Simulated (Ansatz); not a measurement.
Consider the ligand exchange at the Si–N bond: `[SiH3][NH][SbH2]` + `N=CS` → `[SiH3]/N=C\S` + `[NH2][SbH2]`.

Computed with Ansatz on PBE0-D4/def2-TZVP structures; ΔE is electronic, products minus reactants. CCSD(T)/CBS adds triple-zeta CCSD(T) − MP2 to the extrapolated MP2 energy (def2 sets, frozen cores). This one scheme is used for every species. DFT in def2-TZVPP. Elements past krypton have def2 core potentials. For Sb outer-core shells are correlated without core-valence functions, which leaves a few kJ/mol of doubt a bond. Each species was taken in one conformer, which may not be the lowest.

```
        level  ΔE (eV)
      ωB97M-V     0.22
MP2/CBS(def2)     0.21
```

Q: What does CCSD(T)/CBS give? (Estimate.)

A: The calculation gave: +0.22 eV. The listed levels differ from it by 0.00, -0.01 eV.

Largest T1 diagnostic among the species: 0.015.

From PBE to PBE0 (25 % exact exchange), in def2-TZVPP and without D4, ΔE moves by +0.06 eV. In def2-TZVPP, CCSD(T) changes the Hartree–Fock value by −0.03 eV (the triples alone add −0.02 eV) and MP2 by −0.04 eV.
